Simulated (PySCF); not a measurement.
Excitation energy of Pd⁺ by level of theory

Pd⁺ [Kr] 4d9 (2D) → Pd⁺ [Kr] 4d8 5s1 (4F), as a difference of total energies. Computed with PySCF 2.14 in x2c-QZVPPall (13s8p7d4f2g, 118 functions), with scalar relativity by spin-free X2C-1e. The calculations carry no spin-orbit coupling.

| method | excitation energy (eV) | error (eV) |
| --- | --- | --- |
| UHF | 2.344 | -0.850 |
| revPBE | 3.092 | -0.102 |
| CAM-B3LYP | 3.143 | -0.051 |
| wB97M-V | 3.533 | +0.339 |

Reference: 3.194 eV (measured; NIST levels, between the centres of gravity of the two terms).

The basis was made for the ground configuration and has no added diffuse functions, so the excitation energy can come out too high.
